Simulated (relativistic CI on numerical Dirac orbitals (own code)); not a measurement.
**Radial parameters of Fe XXIII**

Method of calculation: Dirac-Coulomb-Breit CI, separate exchange-only KLI orbitals for each configuration, model QED, unscaled Slater integrals (own radial code, finite nucleus).

Slater integrals F^k, G^k are unscaled and averaged over j, outside the closed core 1s2; ζ comes from projecting the Hamiltonian with its Breit term on Σ l·s of the shell.

- 2s.2p: G^1(2s,2p) = 487950, ζ(2p) = 82971 cm⁻¹; <r>(2s) = 0.2421, <r^2>(2s) = 0.06855, <r>(2p) = 0.2074, <r^2>(2p) = 0.05186 (bohr units).
- 2p2: F^2(2p,2p) = 460450, ζ(2p) = 82157 cm⁻¹; <r>(2p) = 0.2079, <r^2>(2p) = 0.05214 (bohr units).
- 2p.3s: ζ(2p) = 85073, G^1(2p,3s) = 49116 cm⁻¹; <r>(2p) = 0.2059, <r^2>(2p) = 0.05115, <r>(3s) = 0.5596, <r^2>(3s) = 0.3556 (bohr units).

Averages of the first 10 configurations, taken without configuration mixing, which lowers the lowest level and can move excited configurations by several eV; other configurations of the list can lie among them:

| Configuration | Parity | States | Average energy above the lowest level (eV) |
| --- | --- | --- | --- |
| 2s2 | even | 1 | 7.5 |
| 2s.2p | odd | 12 | 63.6 |
| 2p2 | even | 15 | 139.5 |
| 2p.3s | odd | 12 | 1170.5 |
| 2p.3p | even | 36 | 1190.4 |
| 2s.3s | even | 4 | 1108.2 |
| 2s.3p | odd | 12 | 1129.6 |
| 2s.3d | even | 20 | 1144.0 |
| 2s.4s | even | 4 | 1483.4 |
| 2s.4p | odd | 12 | 1492.1 |
